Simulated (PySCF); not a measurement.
## What an electron can do to CuO

PBE0 in PySCF with def2-TZVPPD on every atom, for the lowest determinant that a PBE0 search found; no spin–orbit coupling.

```csv
species,state (unpaired electrons),Re (Å),ωe (cm⁻¹),energy of the minimum from the neutral (eV),De (eV),dissociates to
CuO,doublet (π ↑),1.755,598,0.00,2.65,Cu (3d10 4s1) + O
CuO⁺,triplet (π ↑↑),1.804,479,9.18,1.24,Cu⁺ (3d10) + O
CuO⁻,singlet (closed shell),1.687,719,-1.28,2.54,Cu (3d10 4s1) + O⁻
```

Q: Work out the lowest energy to break CuO into atoms, from its vibrational ground state.

A: D0 = De − ωe/2 = 2.65 − 0.04 = 2.61 eV (PBE0/def2-TZVPPD).

Q: Work out the ionisation energy of the Cu atom at this level and the threshold of dissociative ionisation.

A: IE(Cu) = 9.18 + 1.24 − 2.65 = 7.77 eV, so Cu⁺ (3d10) + O + e⁻ appears at D0 + IE(Cu) = 10.38 eV (PBE0/def2-TZVPPD). The measured IE(Cu) is 7.726 eV (NIST ASD).

Q: Work out the electron affinity of the O atom and the threshold of dissociative attachment.

A: EA(O) = 2.65 − 2.54 − (-1.28) = 1.39 eV, so Cu (3d10 4s1) + O⁻ needs D0 − EA(O) = 1.22 eV (PBE0/def2-TZVPPD). The measured EA(O) is 1.461 eV.

Q: At which energy does ion-pair formation open?

A: Cu⁺ + O⁻ lies at D0 + IE(Cu) − EA(O) = 8.99 eV (PBE0/def2-TZVPPD).

These are thermodynamic thresholds; the onsets seen under electron impact lie higher where the geometry changes, and cross-sections peak well above them.

For an ion De counts to the pair picked by the measured ionisation energies or electron affinities, which need not be the lowest pair at this level. With d or f electrons several states lie close, and the lowest PBE0 determinant need not be the measured ground state.
